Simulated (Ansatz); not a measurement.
Si₄O₄. Total charge 0; singlet. Geometry B3LYP-D4/def2-SVP.

```
atom   x (Å)   y (Å)   z (Å)
 Si1   2.227   0.037  -0.302
 Si2  -2.019   0.627  -0.762
 Si3   0.023   1.482   1.689
 Si4  -0.231  -2.147  -0.625
  O5   1.206  -1.275  -0.561
  O6  -1.206   1.275   0.560
  O7   1.363   0.920   0.841
  O8  -1.363  -0.920  -0.840
```

The restricted singlet is unstable towards broken spin symmetry in Hartree–Fock (as tested in another run); at PBE-D4/def2-SVP, PBE-D4/def2-TZVP, PBE0-D4/def2-SVP, PBE0-D4/def2-TZVP and others this wasn't settled. The structure comes from a short search, and lower isomers may exist.

Estimate the orbital energies around the gap (eV) in Ansatz with PBE-D4/def2-SVP, PBE-D4/def2-TZVP, PBE0-D4/def2-SVP, PBE0-D4/def2-TZVP, CAM-B3LYP-D4/def2-TZVPD.


| orbital | PBE-D4/def2-SVP | PBE-D4/def2-TZVP | PBE0-D4/def2-SVP | PBE0-D4/def2-TZVP | CAM-B3LYP-D4/def2-TZVPD |
| --- | --- | --- | --- | --- | --- |
| HOMO−9 | -9.26 | -9.36 | -10.91 | -10.98 | -12.46 |
| HOMO−8 | -9.26 | -9.36 | -10.91 | -10.98 | -12.46 |
| HOMO−7 | -8.75 | -8.83 | -10.41 | -10.46 | -11.93 |
| HOMO−6 | -8.74 | -8.83 | -10.41 | -10.46 | -11.93 |
| HOMO−5 | -8.17 | -8.31 | -9.74 | -9.84 | -11.25 |
| HOMO−4 | -7.64 | -7.78 | -9.23 | -9.34 | -10.77 |
| HOMO−3 | -7.61 | -7.75 | -8.81 | -8.94 | -10.35 |
| HOMO−2 | -6.27 | -6.40 | -7.40 | -7.51 | -8.83 |
| HOMO−1 | -6.27 | -6.40 | -7.39 | -7.51 | -8.83 |
| HOMO | -5.76 | -5.83 | -6.81 | -6.86 | -8.15 |
| LUMO | -3.30 | -3.35 | -2.47 | -2.52 | -1.44 |
| LUMO+1 | -2.27 | -2.38 | -1.40 | -1.51 | -0.47 |
| LUMO+2 | -2.27 | -2.38 | -1.39 | -1.51 | -0.44 |
| LUMO+3 | -2.05 | -2.26 | -1.18 | -1.41 | -0.43 |
| LUMO+4 | 0.17 | -0.33 | 1.08 | 0.52 | 0.80 |
| LUMO+5 | 0.17 | -0.33 | 1.08 | 0.52 | 0.99 |
